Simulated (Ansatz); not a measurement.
C2H2FGe, SMILES `C#[C][GeH][F]` radical. Charge 0, multiplicity 2. The structure was optimised at the PBE0-D4/def2-TZVP level.

```xyz
6

C     0.522   -0.841    1.484
C     0.091   -0.313    0.487
Ge   -0.775    0.354   -1.055
F     0.373    0.241   -2.360
H     0.922   -1.293    2.362
H    -1.133    1.852   -0.918
```

Task: What is the dipole moment at ωB97M-V/def2-TZVPP? (Estimate.)

Result: Ansatz gave: 2.26 D, with components (-1.20, -0.13, 1.91) D in this frame, pointing from negative to positive charge.

Task: And with PBE, r2SCAN, B3LYP? (An estimate is asked.)

Result: Computed: PBE 2.09 D, r2SCAN 2.19 D, B3LYP 2.26 D.

Task: Give the Mulliken charges with ωB97M-V, r2SCAN, B3LYP in def2-TZVPP. (An estimate is asked.)

Result: Computed: 
```tsv
atom	ωB97M-V	r2SCAN	B3LYP
C1	-0.20	-0.23	-0.14
C2	-0.19	-0.12	-0.23
Ge3	0.50	0.50	0.49
F4	-0.36	-0.36	-0.37
H5	0.22	0.22	0.24
H6	0.03	0.00	0.00
```

B3LYP here is the variant with VWN-RPA as its local correlation; programs differ in this.
